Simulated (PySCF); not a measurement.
# C5H7FNS: g tensor and hyperfine couplings

C₅H₇FNS (doublet state).
Cartesian coordinates in Å at the GFN2-xTB level; atoms count from 1:
```xyz
15
C5H7FNS angstrom
C      2.4202    0.5982   -0.7000
N      1.8028   -0.1813    0.0615
C      0.8506   -1.1207   -0.4907
C     -0.5066   -0.5755   -0.2613
C     -1.1526   -0.2513    1.0493
C     -2.1339    0.7392    0.4263
F     -2.1563    1.9629    1.0083
S     -1.2545    0.7013   -1.1940
H      3.0786    1.3307   -0.2568
H      2.3406    0.5923   -1.7924
H      1.0019   -1.2897   -1.5678
H      0.9649   -2.0601    0.0589
H     -0.4785    0.2552    1.7476
H     -1.6127   -1.0969    1.5662
H     -3.1689    0.4036    0.3230
```

The hyperfine couplings belong to this conformer and change with its torsions.

The species is `C=NC[C]1C[C@@H](F)S1` [radical].

Method: UKS B3LYP, pcH-1 on C F H N S, non-relativistic, mean-field spin-orbit, GIAO (PySCF 2.14.0). Isolated species at its GFN2-xTB geometry (one conformer only). A GFN2-xTB geometry isn't a minimum of the functional, and hyperfine couplings can be far from their values at a DFT geometry. No stability test was run, so a lower SCF solution isn't excluded.

```json
{
  "g1, g2, g3": "2.00182, 2.00215, 2.00841",
  "g_iso": "2.00413",
  "Form of g": "close to axial: the two nearest values differ by 5 % of g3 − g1",
  "⟨S²⟩": "0.7544 (exact 0.7500)",
  "α and β electrons": "35, 34",
  "HOMO–LUMO gap, α and β orbitals": "4.50, 5.23 eV",
  "Total energy": "-747.44778 Eh",
  "Basis functions": "280"
}
```

Hyperfine couplings atom by atom, in MHz; T1 to T3 are the principal values of the dipolar part; ρ(0) is the spin density at the nucleus:

```
atom  isotope  a_iso  of which spin–orbit     T1     T2     T3  Mulliken spin population  ρ(0) (bohr⁻³)
  C1      13C    2.9                  0.0   -3.4   -2.1    5.6                      0.04         0.0026
  N2      14N   16.0                  0.0   -3.2   -1.7    4.9                      0.02         0.0495
  C3      13C   -4.3                  0.0   -1.8   -1.4    3.2                     -0.05        -0.0038
  C4      13C  181.4                  0.4  -71.0  -69.1  140.1                      0.81         0.1611
  C5      13C  -17.0                  0.0   -2.5   -0.6    3.1                     -0.05        -0.0151
  C6      13C   -1.4                  0.0   -1.3   -1.0    2.3                      0.00        -0.0012
  F7      19F   57.0                  0.1   -6.8   -5.8   12.6                      0.00         0.0135
  S8      33S    5.8                 -0.4  -22.7  -16.6   39.3                      0.16         0.0179
  H9       1H    4.0                  0.0   -2.2   -1.0    3.2                      0.00         0.0009
 H10       1H   -0.3                  0.0   -1.9   -0.2    2.0                      0.00        -0.0001
 H11       1H   12.9                  0.0   -5.3   -3.9    9.2                      0.01         0.0029
 H12       1H   27.3                  0.0   -5.7   -4.1    9.8                      0.01         0.0061
 H13       1H   79.0                  0.0   -3.9   -2.7    6.6                      0.04         0.0177
 H14       1H   58.8                  0.0   -4.6   -4.3    8.9                      0.02         0.0132
 H15       1H    0.3                  0.0   -2.5   -2.0    4.5                      0.00         0.0001
```

The largest Mulliken spin populations are on C4 (+0.81) and S8 (+0.16). The angles at C4 add up to 350.1°, so it is slightly pyramidal.

Under fast tumbling the dipolar parts average out, and these isotropic splittings remain (the largest six): 1 × 1H (H13, I = 1/2, 2 lines) with 2.82 mT, 1 × 1H (H14, I = 1/2, 2 lines) with 2.10 mT, 1 × 19F (F7, I = 1/2, 2 lines) with 2.03 mT, 1 × 1H (H12, I = 1/2, 2 lines) with 0.97 mT, 1 × 14N (N2, I = 1, 3 lines) with 0.57 mT and 1 × 1H (H11, I = 1/2, 2 lines) with 0.46 mT.

The 33S coupling of S8 (5.8 MHz) shows only in satellite lines or after enrichment, since that isotope makes up about 0.76 % of natural sulfur.

The 13C coupling of C4 (181.4 MHz) shows only in satellite lines or after enrichment, since that isotope makes up about 1.07 % of natural carbon.

β density exceeds α density at some nuclei, such as C5 (-0.0151), C3 (-0.0038) and C6 (-0.0012), spin density in bohr⁻³. In a single determinant that takes different orbitals for the two spins, that is spin polarisation.
